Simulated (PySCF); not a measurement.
# KCl: one state, many levels of theory

State: ¹Σ⁺ (singlet), closed shell. Set-up: PySCF, no relativity, basis sets K def2-SVP, Cl def2-SVP. De refers to K + Cl in their high-spin ground configurations, without counterpoise correction. A positive dipole means K(−)Cl(+).

```tsv
Level	Re (Å)	ωe (cm⁻¹)	De (eV)	μ (D)
RHF	2.710	289	3.08	-10.46
RHF-MP2	2.685	293	3.75	n/a
RHF-SCS-MP2	2.689	292	3.68	n/a
RHF-CCSD	2.688	292	3.61	n/a
RHF-CCSD(T)	2.688	292	3.63	n/a
PBE	2.662	290	4.08	-9.11
PW91	2.657	291	4.14	-9.02
r²SCAN	2.671	294	4.22	-9.75
PBE0	2.655	297	4.07	-9.60
r²SCAN0	2.663	299	4.15	-9.90
MN15	2.644	297	4.20	-9.71
```

The bond length runs from 2.644 Å (MN15) to 2.710 Å (RHF). De spans 3.08 eV (RHF, mean field) to 4.22 eV (r²SCAN, meta-GGA). Correlation at CCSD(T) changes the Hartree–Fock bond energy by +0.55 eV; the triples alone change it by +0.02 eV.

Correlated steps freeze 10 core orbitals. Correlated levels converge slowly with the basis: in double zeta they bind strong bonds too weakly, by up to about 1 eV, and carry superposition errors of some tenths. Where the molecule has an RHF reference, its open-shell atoms are computed with UHF.
